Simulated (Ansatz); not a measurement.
Geometry optimisation, RKS PBE/def2-SVP in Ansatz 0.2.0.

Input:

```yaml
crystal:
  periodic: [false, false, false]
  atoms:
    - { symbol: W, position_ang: [0.301881, 0.38269, -0.341048] }
    - { symbol: Cl, position_ang: [-0.055074, -0.634558, 3.109448] }
    - { symbol: Cl, position_ang: [2.519779, 0.047375, -1.086273] }
    - { symbol: Cl, position_ang: [0.148136, 2.443449, -1.41525] }
    - { symbol: Cl, position_ang: [-1.777623, 0.683709, 0.584338] }
    - { symbol: F, position_ang: [0.322139, -1.368001, 0.334014] }
    - { symbol: Cl, position_ang: [-0.402198, -0.570407, -2.334364] }
    - { symbol: O, position_ang: [1.196891, 1.225716, 1.138107] }
    - { symbol: H, position_ang: [2.164722, 1.372904, 1.156354] }
    - { symbol: H, position_ang: [0.295147, 0.653524, 3.071674] }
basis:
  gaussian: { orbitals: def2-SVP }
hamiltonian:
  xc: pbe
relax:
  f_tol: 0.03
  max_steps: 50
output:
  orbitals: {}
```

Run as:

```bash
$ ansatz run input.yaml --threads 4 --pin off --max-ram 5120MiB --backend cpu --events-out ev --progress --plain --runs-dir out
```

Q: Where does it end, and by what steps?

A: The run converged. After 23 steps the energy has fallen by 0.311 eV; Cl2 moved furthest, 1.57 Å.

| step | energy less start (eV) | largest force component (eV/Å) | accepted |
| --- | --- | --- | --- |
| 0 | 0.0000 | 0.997 | yes |
| 1 | -0.1432 | 0.863 | yes |
| 2 | -0.1817 | 1.306 | yes |
| 3 | -0.2447 | 0.525 | yes |
| 4 | -0.2477 | 0.493 | yes |
| 5 | -0.2620 | 0.543 | yes |
| 6 | -0.2585 | 0.773 | no |
| 7 | -0.2781 | 0.149 | yes |
| 8 | -0.2811 | 0.093 | yes |
| 9 | -0.2858 | 0.114 | yes |
| 10 | -0.2768 | 0.476 | no |
| 11 | -0.2901 | 0.048 | yes |
| 12 | -0.2931 | 0.070 | yes |
| 13 | -0.2960 | 0.216 | yes |
| 14 | -0.2946 | 0.385 | no |
| 15 | -0.2994 | 0.102 | yes |
| 16 | -0.3019 | 0.110 | yes |
| 17 | -0.3028 | 0.187 | yes |
| 18 | -0.3057 | 0.170 | yes |
| 19 | -0.3086 | 0.059 | yes |
| 20 | -0.3100 | 0.066 | yes |
| 21 | -0.3103 | 0.147 | yes |
| 22 | -0.3111 | 0.066 | yes |
| 23 | -0.3114 | 0.028 | yes |

```xyz
10
Properties=species:S:1:pos:R:3
W 0.346 0.288 -0.496
Cl -0.408 0.668 3.908
Cl 2.525 0.374 -1.373
Cl -0.017 2.538 -0.878
Cl -1.657 0.118 0.614
F 0.540 -1.574 -0.252
Cl -0.431 -0.196 -2.616
O 1.239 0.625 1.169
H 2.206 0.718 1.286
H 0.371 0.678 2.854
```

Whether the end is a true minimum wasn't checked by a vibrational analysis.

The run took 80 s on 4 threads of Arm Neoverse V2, on a shared host, peak memory 0.28 GiB.
